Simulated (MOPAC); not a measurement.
Input for MOPAC: PM7 on C2H6OSi (SMILES CO[Si]C), a point of a torsion scan.

```
PM7 1SCF PRECISE CHARGE=0 THREADS=1
C2H6OSi

C      1.95513051 1    -0.52192600 1    -0.12319139 1
O      0.78471874 1     0.22107969 1    -0.27904421 1
Si    -0.26286261 1     0.99074753 1     0.70360305 1
C      0.80359032 1     1.54557225 1     2.21091140 1
H      2.58590576 1    -0.12595850 1     0.67708159 1
H      2.51089233 1    -0.49358048 1    -1.06260319 1
H      1.69923662 1    -1.56000038 1     0.10775105 1
H      1.70314054 1     2.07185842 1     1.88448873 1
H      1.12289440 1     0.69626425 1     2.81912727 1
H      0.25579197 1     2.21823550 1     2.86783693 1
```

Program output:

```
*******************************************************************************
 **                                                                           **
 **                              MOPAC v23.2.5                                **
 **                                                                           **
 *******************************************************************************
 ** MOPAC's Digital Object Identifier: https://doi.org/10.5281/zenodo.6511958 **
 **                                                                           **
 ** Please cite the open-source release paper for use of this MOPAC version:  **
 ** J. E. Moussa and J. J. P. Stewart (2026)                                  **
 ** MOPAC: An open-source semiempirical molecular orbital program             **
 ** J. Open Source Softw., 11(119), 8025, https://doi.org/10.21105/joss.08025 **
 *******************************************************************************

                              PM7 CALCULATION RESULTS

 *******************************************************************************
 *  PM7        - The PM7 Hamiltonian to be used
 *
 *
 *
 *                 CHARGE ON SYSTEM = 0
 *
 *
 *
 *  PRECISE    - TIGHTER CRITERIA TO BE USED
 *  1SCF       - DO 1 SCF AND THEN STOP
 *  THREADS=1  - MULTI-THREADING NOT USED
 *  T=         - A TIME OF 172800.0 SECONDS REQUESTED
 *  DUMP=N     - RESTART FILE WRITTEN EVERY 7200.0 SECONDS REQUESTED
 *******************************************************************************
PM7 1SCF PRECISE CHARGE=0 THREADS=1
 C2H6OSi

   ATOM   CHEMICAL          X               Y               Z
  NUMBER   SYMBOL      (ANGSTROMS)     (ANGSTROMS)     (ANGSTROMS)

     1       C          1.95513051  *  -0.52192600  *  -0.12319139  *
     2       O          0.78471874  *   0.22107969  *  -0.27904421  *
     3      Si         -0.26286261  *   0.99074753  *   0.70360305  *
     4       C          0.80359032  *   1.54557225  *   2.21091140  *
     5       H          2.58590576  *  -0.12595850  *   0.67708159  *
     6       H          2.51089233  *  -0.49358048  *  -1.06260319  *
     7       H          1.69923662  *  -1.56000038  *   0.10775105  *
     8       H          1.70314054  *   2.07185842  *   1.88448873  *
     9       H          1.12289440  *   0.69626425  *   2.81912727  *
    10       H          0.25579197  *   2.21823550  *   2.86783693  *



          CARTESIAN COORDINATES

    NO.       ATOM           X           Y           Z

     1         C          1.9551     -0.5219     -0.1232
     2         O          0.7847      0.2211     -0.2790
     3        Si         -0.2629      0.9907      0.7036
     4         C          0.8036      1.5456      2.2109
     5         H          2.5859     -0.1260      0.6771
     6         H          2.5109     -0.4936     -1.0626
     7         H          1.6992     -1.5600      0.1078
     8         H          1.7031      2.0719      1.8845
     9         H          1.1229      0.6963      2.8191
    10         H          0.2558      2.2182      2.8678

 General Reference for PM7:
 "Optimization of Parameters for Semiempirical Methods VI: More Modifications to the
 NDDO Approximations and Re-optimization of Parameters", J. J. P. Stewart, J. Mol. Mod., 1:32, 19 (2013)
 https://link.springer.com/article/10.1007/s00894-012-1667-x

           Empirical Formula: C2 H6 O Si  =    10 atoms



      MOLECULAR POINT GROUP   :   C1


      RHF CALCULATION, NO. OF DOUBLY OCCUPIED LEVELS = 12


 -------------------------------------------------------------------------------
 PM7 1SCF PRECISE CHARGE=0 THREADS=1
 C2H6OSi



     1SCF WAS SPECIFIED, SO BFGS WAS NOT USED
     SCF FIELD WAS ACHIEVED


                              PM7 CALCULATION
                                                       MOPAC v23.2.5 Linux




          FINAL HEAT OF FORMATION =        -16.90732 KCAL/MOL =     -70.74022 KJ/MOL


          COSMO AREA              =        121.45 SQUARE ANGSTROMS
          COSMO VOLUME            =        111.75 CUBIC ANGSTROMS

          IONIZATION POTENTIAL    =          9.358907 EV
          HOMO LUMO ENERGIES (EV) =         -9.359 -0.105
          NO. OF FILLED LEVELS    =         12
          MOLECULAR WEIGHT        =         74.1543         POINT GROUP:  C1

          MOLECULAR DIMENSIONS (Angstroms)

            Atom       Atom       Distance
            H    10    H     6     5.28089
            H     7    H     8     2.48964
           Si     3    H     9     2.40638


          SCF CALCULATIONS        =          1





   ATOM   CHEMICAL          X               Y               Z
  NUMBER   SYMBOL      (ANGSTROMS)     (ANGSTROMS)     (ANGSTROMS)

     1       C          1.95513051  *  -0.52192600  *  -0.12319139  *
     2       O          0.78471874  *   0.22107969  *  -0.27904421  *
     3      Si         -0.26286261  *   0.99074753  *   0.70360305  *
     4       C          0.80359032  *   1.54557225  *   2.21091140  *
     5       H          2.58590576  *  -0.12595850  *   0.67708159  *
     6       H          2.51089233  *  -0.49358048  *  -1.06260319  *
     7       H          1.69923662  *  -1.56000038  *   0.10775105  *
     8       H          1.70314054  *   2.07185842  *   1.88448873  *
     9       H          1.12289440  *   0.69626425  *   2.81912727  *
    10       H          0.25579197  *   2.21823550  *   2.86783693  *

                             CARTESIAN COORDINATES

   1    C        1.955130510    -0.521926000    -0.123191390
   2    O        0.784718740     0.221079690    -0.279044210
   3   Si       -0.262862610     0.990747530     0.703603050
   4    C        0.803590320     1.545572250     2.210911400
   5    H        2.585905760    -0.125958500     0.677081590
   6    H        2.510892330    -0.493580480    -1.062603190
   7    H        1.699236620    -1.560000380     0.107751050
   8    H        1.703140540     2.071858420     1.884488730
   9    H        1.122894400     0.696264250     2.819127270
  10    H        0.255791970     2.218235500     2.867836930


           Empirical Formula: C2 H6 O Si  =    10 atoms



      MOLECULAR POINT GROUP   :   C1


                  EIGENVALUES
 -29.79285 -25.25459 -24.45404 -17.21552 -15.77672 -15.64162 -14.21718 -14.02717
 -13.03046 -11.52504 -11.41560  -9.35891  -0.10454   1.12890   2.83837   4.73181
   5.31836   5.40393   5.43048   5.54974   5.99290   6.81987  25.38049  25.54271
  25.89291  26.75302  27.63635


              NET ATOMIC CHARGES AND DIPOLE CONTRIBUTIONS

  ATOM NO.   TYPE          CHARGE      No. of ELECS.   s-Pop       p-Pop       d-Pop
    1          C          -0.065082        4.0651     1.06519     2.99989
    2          O          -0.636736        6.6367     1.72844     4.90830
    3         Si           0.508605        3.4914     1.33603     2.00958     0.14578
    4          C          -0.680221        4.6802     1.05345     3.62677
    5          H           0.106559        0.8934     0.89344
    6          H           0.135346        0.8647     0.86465
    7          H           0.119686        0.8803     0.88031
    8          H           0.170917        0.8291     0.82908
    9          H           0.166645        0.8334     0.83335
   10          H           0.174281        0.8257     0.82572
 DIPOLE           X         Y         Z       TOTAL
 POINT-CHG.     0.165    -0.309     1.309     1.355
 HYBRID         2.857    -0.339     0.874     3.007
 SUM            3.022    -0.649     2.184     3.784


          ATOMIC ORBITAL ELECTRON POPULATIONS

     Atom    s        px        py        pz      x^2-y^2     xz        z^2       yz        xy
    1  C   1.06519   0.85769   1.01027   1.13193
    2  O   1.72844   1.45834   1.69499   1.75497
    3 Si   1.33603   1.23480   0.26259   0.51219   0.01941   0.04363   0.02869   0.02876   0.02529
    4  C   1.05345   1.20256   1.19392   1.23029
    5  H   0.89344
    6  H   0.86465
    7  H   0.88031
    8  H   0.82908
    9  H   0.83335
   10  H   0.82572

 **********************
 *                    *
 * JOB ENDED NORMALLY *
 *                    *
 **********************




 == MOPAC DONE ==
```

The run finished.

Cost: very roughly 0.020 core-seconds.
